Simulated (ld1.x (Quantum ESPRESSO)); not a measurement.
## What one change does to a pseudopotential (fluorine (F), TM)

fluorine (F), norm-conserving Troullier–Martins (Kleinman–Bylander form), made with ld1.x (Quantum ESPRESSO) 7.5 (LDA (PZ), scalar-relativistic). Core [He], reference 2s2 2p3 (charge +2). Waves: 2p (bound): rc 1.15 bohr; 3d channel at -0.2 Ry: rc 1.10 bohr; 2s (bound): rc 0.50 bohr. Local part: the s channel. Core correction: Bessel-smoothed model core inside 0.25 bohr.

Change: wave 2p (bound): rc 1.15 bohr becomes 2p (bound): rc 1.26 bohr.

Cutoffs: the cutoffs (Ry, on a coarse ladder) from which the occupation-weighted sum of valence levels, in a spherical-Bessel basis at the reference potential, stays within 10 and 1 mRy of its value at 400 Ry; they do not see the model core or the augmentation charge, which bear on the density cutoff. Errors are all-electron minus pseudo energies relative to the spin-unpolarised reference configuration.

Q: What does the change do?

A: Of the 9 tests that both files solve, the error grows in 8 and shrinks in 0 by more than 15 % and 0.3 meV (median size 79.2 → 107.9 meV); neither file shows a bound ghost. More of the atom is replaced by a form fitted at one configuration, so other configurations suffer.

| quantity | base | changed |
| --- | --- | --- |
| bound ghosts | none | none |
| error for 2s2 2p5, meV [ΔE -58.07 eV] | +62 | +99 |
| error for 2s2 2p4, meV [ΔE -38.51 eV] | +30 | +48 |
| error for 2s2 2p2, meV [ΔE 60.73 eV] | +79 | +122 |
| error for 2s1 2p5, meV [ΔE -19.86 eV] | +127 | +187 |
| error for 2s1 2p6, meV [ΔE -39.68 eV] | +171 | +262 |
| error for 2s2 2p4.5, meV [ΔE -50.44 eV] | +49 | +78 |
| error for 2s2 2p1, meV [ΔE 146.60 eV] | +494 | +737 |
| error for 2s2 2p3 (spin-polarised), meV [ΔE -5.10 eV] | +117 | +106 |
| error for 2s2 2p5 (spin-polarised), meV [ΔE -58.45 eV] | +70 | +108 |
